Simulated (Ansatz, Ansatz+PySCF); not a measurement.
```xyz
2

S     0.0000    0.0000   -0.0733
H     0.0000    0.0000    1.1724
```

Basis set: def2-SVP (spherical functions). Left uncorrelated: 5 orbitals. Correlation on ROHF uses semicanonical orbitals with singles. Charge 0, multiplicity 2.

Computed with Ansatz (development build ahead of 0.2.0); each method stands on the lowest determinant of its kind that the runs found.

Give the atomization energy at this shape (free ground-state atoms in the same class of orbitals less the molecule, no zero-point energy) of doublet SH by UHF-CCSD(T), ROHF-MP2, UHF.

```
     method  atomization energy
UHF-CCSD(T)        314.9 kJ/mol
   ROHF-MP2        305.7 kJ/mol
        UHF        233.6 kJ/mol
```

Caution: the shape is not the minimum.
